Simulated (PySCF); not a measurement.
Geometry:
| atom | x (Å) | y (Å) | z (Å) |
| --- | --- | --- | --- |
| B1 | -1.713 | -1.299 | 0.605 |
| N2 | -1.072 | -0.192 | -0.021 |
| B3 | -1.714 | 0.504 | -1.084 |
| C4 | 0.224 | 0.267 | 0.476 |
| C5 | 1.277 | -0.765 | 0.910 |
| C6 | 2.353 | 0.179 | 0.342 |
| C7 | 1.255 | 0.846 | -0.507 |
| H8 | -2.783 | -1.667 | 0.190 |
| H9 | -1.180 | -1.848 | 1.541 |
| H10 | -1.184 | 1.475 | -1.571 |
| H11 | -2.784 | 0.113 | -1.478 |
| H12 | 0.057 | 0.986 | 1.297 |
| H13 | 1.188 | -1.681 | 0.305 |
| H14 | 1.323 | -1.048 | 1.972 |
| H15 | 3.201 | -0.276 | -0.189 |
| H16 | 2.750 | 0.860 | 1.110 |
| H17 | 1.282 | 1.935 | -0.654 |
| H18 | 1.162 | 0.359 | -1.491 |

- PBE0-D3(BJ)/def2-SVP geometry
- NMR shieldings at PBE0/pcSseg-1/GIAO
- program: PySCF 2.14
- one averaged value for each set of equivalent atoms, one computed conformer, non-relativistic Hamiltonian, isolated molecule

Referencing at the same level of theory: TMS for 13C (σref 184.41), 1H (σref 31.27); BF3·OEt2 for 11B (σref 100.73); NH3 for 15N (σref 265.67).

| atoms | nucleus | count | Hirshfeld charge | δ (ppm) |
| --- | --- | --- | --- | --- |
| C4 | 13C | 1 | 0.03 | ? |
| H14/H17 | 1H | 2 | 0.04 | 2.45 |
| B1/B3 | 11B | 2 | 0.14 | 54.2 |
| H15 | 1H | 1 | 0.04 | 1.67 |
| H13/H18 | 1H | 2 | 0.04 | 1.71 |
| C6 | 13C | 1 | -0.07 | 16.0 |
| N2 | 15N | 1 | -0.14 | 237.2 |
| H8/H9/H10/H11 | 1H | 4 | -0.06 | 5.64 |
| C5/C7 | 13C | 2 | -0.07 | 35.2 |
| H12 | 1H | 1 | 0.04 | ? |
| H16 | 1H | 1 | 0.04 | ? |

Q: Estimate the values marked ?.

A: 
- C4: 57.5 ppm, sp3 CH bonded to N; deshielded by the electronegative neighbour
- H12: 4.08 ppm, hydrogen on an sp3 CH bonded to N; its carbon carries N, an electronegative neighbour
- H16: 1.66 ppm, hydrogen on an sp3 CH2 in a ring; far from electronegative atoms and π systems

Hydrogens on boron are broadened and split by 11B (spin 3/2, 80 %) and 10B (spin 3). Shifts are as computed. Against solution values, carbons near 30 ppm lie about +2 ppm off and those near 130 ppm about +5 ppm. Of 1313 compounds with measured shifts, 239 miss one by over three times the rms of a fit or turn the order of signals round; such compounds aren't used in these exercises. Experimental scales use liquid or dissolved standards, which lie at an offset from isolated NH3 (liquid NH3: subtract about 20 ppm). Unscaled 15N shifts of sp2 nitrogen come out 20 to 40 ppm too high even then.
